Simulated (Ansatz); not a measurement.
C4H3O (SMILES [c-]1ccoc1), charge -1, singlet, geometry from GFN2-xTB (a gas-phase anion, which may not be bound at this level); Ansatz (an electronic-structure program) with B97M-V/STO-3G.

Input for Ansatz:
Ansatz 0.2 input:
```yaml
crystal:
  periodic: [false, false, false]
  atoms:
    - {symbol: O, position_ang: [0.00331424, -0.00072523, 1.15085558]}
    - {symbol: C, position_ang: [-0.00480857, 1.10916172, 0.26448605]}
    - {symbol: C, position_ang: [0.00618756, -1.05863609, 0.30308132]}
    - {symbol: C, position_ang: [-0.00715679, 0.81484723, -1.06555540]}
    - {symbol: C, position_ang: [0.00039392, -0.64547339, -0.98975849]}
    - {symbol: H, position_ang: [-0.00807905, 2.06158188, 0.79005941]}
    - {symbol: H, position_ang: [0.01244746, -2.04160206, 0.76339482]}
    - {symbol: H, position_ang: [0.00142101, -1.33357490, -1.83381975]}
basis:
  gaussian:
    orbitals: STO-3G
hamiltonian:
  xc: {name: B97M-V}
total_charge: -1
accuracy: high
```

Output, abridged:

```
Functional definition: B97M-V
592 factors; integrals over basis functions are off by at most 1.4e-9 eV
mean field evaluation 1: about -6153.2456 eV, gradient 4.4e1 eV
mean field evaluation 2: about -6106.0228 eV, gradient 9.7e1 eV
mean field evaluation 4: about -6158.6544 eV, gradient 1.4e1 eV
mean field evaluation 8: about -6159.1237 eV, gradient 3.7e-1 eV
mean field evaluation 16: about -6159.1242 eV, gradient 3.8e-6 eV
mean field -6159.12420299 eV, -226.3436396556 hartree, gradient 4.3e-8 eV, S^2 0.000000; 0 other end points of the search recorded, 0 dependent functions left out
reference -6159.12420605 eV, -226.3436397679 hartree; 18, 18 occupied and 10, 10 virtual orbitals, 592 factors
Total energy: -6159.12420605 eV, -226.3436397679 hartree
```
